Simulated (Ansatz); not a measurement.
A single point on C₆H₁₆Cl₂GeN₂, SMILES `CC(C)[NH][Ge]([Cl])([Cl])[NH]C(C)C`.

```yaml
crystal:
  periodic: [false, false, false]
  atoms:
    - {symbol: C, position_ang: [-1.909382, -2.532493, -1.137345]}
    - {symbol: C, position_ang: [-1.236882, -1.605432, -0.135466]}
    - {symbol: C, position_ang: [-1.570620, -1.992397, 1.296263]}
    - {symbol: N, position_ang: [-1.580269, -0.203207, -0.354880]}
    - {symbol: Ge, position_ang: [-0.602467, 0.854710, -1.429370]}
    - {symbol: Cl, position_ang: [-1.686877, 2.719114, -1.463676]}
    - {symbol: Cl, position_ang: [-0.393251, 0.242508, -3.487158]}
    - {symbol: N, position_ang: [1.084162, 0.898558, -0.810323]}
    - {symbol: C, position_ang: [1.397232, 1.363397, 0.538083]}
    - {symbol: C, position_ang: [1.673981, 2.858848, 0.587873]}
    - {symbol: C, position_ang: [2.561426, 0.560155, 1.095272]}
    - {symbol: H, position_ang: [-1.616187, -3.571845, -0.969355]}
    - {symbol: H, position_ang: [-1.645270, -2.260971, -2.160999]}
    - {symbol: H, position_ang: [-2.998193, -2.473167, -1.039344]}
    - {symbol: H, position_ang: [-0.151166, -1.681895, -0.264924]}
    - {symbol: H, position_ang: [-2.646595, -1.902893, 1.475788]}
    - {symbol: H, position_ang: [-1.054824, -1.340499, 2.003198]}
    - {symbol: H, position_ang: [-1.283279, -3.026958, 1.498942]}
    - {symbol: H, position_ang: [-2.575478, -0.027682, -0.375577]}
    - {symbol: H, position_ang: [1.783423, 1.145519, -1.497144]}
    - {symbol: H, position_ang: [0.513355, 1.152445, 1.150991]}
    - {symbol: H, position_ang: [0.823553, 3.427572, 0.207489]}
    - {symbol: H, position_ang: [1.879110, 3.186794, 1.610025]}
    - {symbol: H, position_ang: [2.548704, 3.104505, -0.023000]}
    - {symbol: H, position_ang: [3.460753, 0.721768, 0.492731]}
    - {symbol: H, position_ang: [2.788426, 0.860404, 2.121080]}
    - {symbol: H, position_ang: [2.334914, -0.507254, 1.084526]}
basis:
  gaussian: {orbitals: def2-QZVPP}
correlation: {method: mp2}
```

```sh
$ ansatz run in.yaml --threads 11 --pin off --events-out ev --progress --plain --max-ram 174080MiB --backend cuda --devices 0, --max-vram 75GiB
```

It prints (some lines left out):

```
Functional definition: HF
6977 factors; integrals over basis functions are off by at most 9.7e-4 eV
mean field evaluation 1: about -90880.4162 eV, gradient 6.3e1 eV
mean field evaluation 2: about -90880.7564 eV, gradient 6.3e1 eV
mean field evaluation 4: about -90890.5004 eV, gradient 8.3e0 eV
mean field evaluation 8: about -90890.6702 eV, gradient 5.2e-1 eV
mean field -90890.67091359 eV, -3340.1705481648 hartree, gradient 1.7e-6 eV, S^2 0.000000; 0 other end points of the search recorded, 0 dependent functions left out
27 core orbitals not correlated: weight in the atoms' cores, before any rotation towards them, 1.000 or more for the frozen orbitals, at most 0.000 for the correlated occupied ones
reference -90890.67091359 eV, -3340.1705481648 hartree; 39, 39 occupied and 1099, 1099 virtual orbitals, 6977 factors
second order -68.12743134 eV of doubles, -0.00000000 eV of singles
Total energy: -90958.79834492 eV, -3342.6741850881 hartree
```

It took 10 s on 11 threads of an AMD EPYC 7R13 on a shared host and a whole NVIDIA H100 80 GB, with 2 GiB of host memory at the peak.
